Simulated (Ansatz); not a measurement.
# One elementary step

Start structure (GeNH$_{7}$, closed shell), relaxed at PBE0-D4/def2-TZVP:

Ge1  (-1.186, -0.999, 0.082)
H2  (-0.312, -1.190, 1.326)
H3  (-0.395, -1.309, -1.193)
H4  (-2.365, -1.993, 0.167)
H5  (-1.764, 0.420, 0.034)
H6  (2.147, 0.677, 0.261)
N7  (1.291, 1.088, -0.091)
H8  (1.113, 1.922, 0.455)
H9  (1.471, 1.385, -1.042)
(Å)

The step: GeH₄ + NH₃ → GeNH₅ ([NH2][GeH3]) + H₂; bonds formed: Ge1–N7, H2–H6; bonds broken: Ge1–H2, H6–N7. Ansatz 0.2.0; basis: def2-TZVPP and def2-QZVPP; cores frozen in the correlated methods. Filled d shells of the heavier atoms are correlated. The def2 sets are not built for correlating such inner shells, so the correlated values are less sure here. Extrapolation: Hartree–Fock as exp(−7.88 √X), correlation as X^−2.97. Energies below are by CCSD(T) at an estimated basis limit (MP2 extrapolated from triple and quadruple zeta, plus CCSD(T) − MP2 in triple zeta).

(1) What are the electronic barrier and the energy of the step, from the start structure to the end structure? (Judge from chemistry; the value comes from the calculation.)

No T1 diagnostic of these runs exceeds 0.013.

Answers

(1) The calculation gives: Barrier 234.0 kJ/mol; step energy 29.3 kJ/mol (uphill); reverse barrier, their difference, 204.7 kJ/mol. Barrier and step energy count from the start structure, the reverse barrier from the end structure.

The saddle point: One imaginary mode of 1321i cm⁻¹.
```tsv
pair	start (Å)	saddle (Å)	end (Å)
Ge1–N7	3.24	2.00	1.84
H2–H6	3.27	1.19	0.75
Ge1–H2	1.53	2.05	4.22
H6–N7	1.01	1.18	2.65
```

Zero-point energy (harmonic, PBE0-D4): ZPE is 173.1 kJ/mol at the start and 162.7 kJ/mol at the saddle, so the barrier goes from 234.0 to 223.6 kJ/mol.

Labels in which every atom is bracketed show which atoms are joined, not bond orders.

For scale, one of the runs: CCSD(T)/def2-TZVPP, 177 basis functions, launched by `ansatz run in.yaml --threads 2 --pin off --events-out ev --progress --plain --max-ram 4352MiB`. Hardware: 2 CPU threads of an Arm Neoverse V1, shared host. Wall time 48 s; peak host memory 1.6 GiB.
